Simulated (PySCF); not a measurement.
## How methods differ on the ionisation energy of Ge+

Ge+ [Ar] 3d10 4s2 4p1 (2P) → Ge(2+) [Ar] 3d10 4s2 (1S), as a difference of total energies. Calculation: PySCF 2.14, in aug-cc-pVTZ-DK (7s6p4d2f, 59 functions); the spin-free X2C one-electron Hamiltonian (Gaussian nucleus). Correlated levels: valence: [Ar] 3d10 frozen. The calculations carry no spin-orbit coupling.

```
           method  ionisation energy (eV)
              UHF                  15.248
    MP2 (valence)                  15.487
SCS-MP2 (valence)                  15.475
   CCSD (valence)                  15.559
CCSD(T) (valence)                  15.580
  CCSDT (valence)                  15.587
```

Q: How much does correlation contribute at CCSD(T) (valence)?

A: 15.580 − (15.248) = 0.332 eV, measured against UHF.

Errors of the correlated levels include the incompleteness of this basis and the frozen core.

For comparison: 15.789 eV (measured; NIST levels, between the centres of gravity of the two terms).
